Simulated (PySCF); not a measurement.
LDA on Sr⁻ (strontium, charge -1), [Kr] 4d1 5s2, 2D determinant. Computed with PySCF 2.14 in aug-cc-pVDZ-X2C (7s6p4d, 45 functions), with scalar relativity by spin-free X2C-1e.

```
cycle= 1 E= -3175.06452546554  delta_E= 0.00498  |g|= 0.0146  |ddm|= 1.76
cycle= 2 E= -3175.06767311593  delta_E= -0.00315  |g|= 0.0558  |ddm|= 1.95
cycle= 3 E= -3175.06710460899  delta_E= 0.000569  |g|= 0.057  |ddm|= 0.0189
cycle= 4 E= -3175.07739293525  delta_E= -0.0103  |g|= 0.0299  |ddm|= 0.439
cycle= 5 E= -3175.08012475777  delta_E= -0.00273  |g|= 0.0135  |ddm|= 0.262
cycle= 6 E= -3175.08069650302  delta_E= -0.000572  |g|= 0.0058  |ddm|= 0.319
cycle= 7 E= -3175.08083035294  delta_E= -0.000134  |g|= 0.00127  |ddm|= 0.112
cycle= 8 E= -3175.08083669422  delta_E= -6.34e-06  |g|= 0.000267  |ddm|= 0.0156
cycle= 9 E= -3175.08083696362  delta_E= -2.69e-07  |g|= 8.27e-05  |ddm|= 0.00281
cycle= 10 E= -3175.08083699177  delta_E= -2.81e-08  |g|= 8.32e-06  |ddm|= 0.00116
cycle= 11 E= -3175.08083699206  delta_E= -2.88e-10  |g|= 7.72e-07  |ddm|= 0.000119
converged SCF energy = -3175.08083699206  <S^2> = 0.75253257  2S+1 = 2.002531
```

Highest occupied orbital energy: 1.480 eV; ⟨L²⟩ = 6.01; populations by l: s 10.00, p 18.00, d 11.00.

Task: Can this result be used?

Result: With care. The calculation finished and met its thresholds. The configuration of this anion was assumed by filling the next shell in order. It is not the known or likely ground configuration (Ca⁻, Sr⁻ and Ba⁻, for instance, bind a p electron), so these values are not the electron affinity of the element. At LDA the highest occupied level has a positive energy, so only the finite basis holds that electron.
